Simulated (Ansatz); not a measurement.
Basis sets compared for Ge9OH14, a cluster with a defect cut from the lattice of germanium (double-bonded O in place of two caps). Charge 0, multiplicity 1. Geometry PBE-D4/def2-SVP. Ansatz on 2 threads of AMD EPYC 7R13 on a shared host and a share (18 GiB) of an NVIDIA H100 80GB HBM3; times are rough, and most runs start from earlier orbitals.

```csv
atom,x (Å),y (Å),z (Å)
Ge1,-2.2121,1.8551,0.5878
Ge2,-0.9825,-1.6713,2.0270
Ge3,-1.1699,-1.0697,-1.9330
Ge4,1.2839,2.0752,-1.6525
Ge5,2.3926,-1.4561,-0.1315
Ge6,-2.2164,-0.5713,0.2236
Ge7,0.1117,2.6937,0.4373
Ge8,1.3414,-0.9161,2.0074
Ge9,1.1727,-0.3582,-1.9456
O10,0.8552,3.5161,1.6815
H11,-2.8158,2.2383,1.9669
H12,-3.0403,2.5407,-0.5401
H13,-1.6533,-1.3463,3.3928
H14,-1.0337,-3.2118,1.8136
H15,-1.9486,-0.3622,-3.0802
H16,-1.2330,-2.6054,-2.1819
H17,0.5437,2.7652,-2.8374
H18,2.7490,2.5890,-1.5995
H19,2.3620,-2.9957,-0.3550
H20,3.8775,-0.9915,-0.1450
H21,-3.6990,-1.0599,0.2034
H22,2.1309,-1.5715,3.1765
H23,1.3708,0.6283,2.2077
H24,1.8134,-0.7148,-3.3240
```

Single mean-field runs in def2-TZVP are fitted with def2-universal-jkfit.

Binding counts from free atoms (Ge triplet, O triplet, H doublet) in the same basis, without a counterpoise term.

| level | functions | energy (Eh) | HOMO (eV) | LUMO (eV) | binding per atom (eV) | wall time |
| --- | --- | --- | --- | --- | --- | --- |
| PBE-D4/def2-SVP | 372 | -18771.4915 | -5.44 | -3.15 | 2.86 | 2.9 s |
| PBE0-D4/def2-SVP | 372 | -18771.9842 | -6.69 | -2.48 | 2.83 | 5.5 s |

Problem. Estimate the rows for PBE-D4/def2-TZVP, PBE0-D4/def2-TZVP.

Solution. 
```json
{"level": "PBE-D4/def2-TZVP", "functions": "547", "energy (Eh)": "-18773.9486", "HOMO (eV)": "-5.56", "LUMO (eV)": "-3.28", "binding per atom (eV)": "2.87", "wall time": "4.3 s"}
{"level": "PBE0-D4/def2-TZVP", "functions": "547", "energy (Eh)": "-18774.4327", "HOMO (eV)": "-6.75", "LUMO (eV)": "-2.59", "binding per atom (eV)": "2.84", "wall time": "6 s"}
```
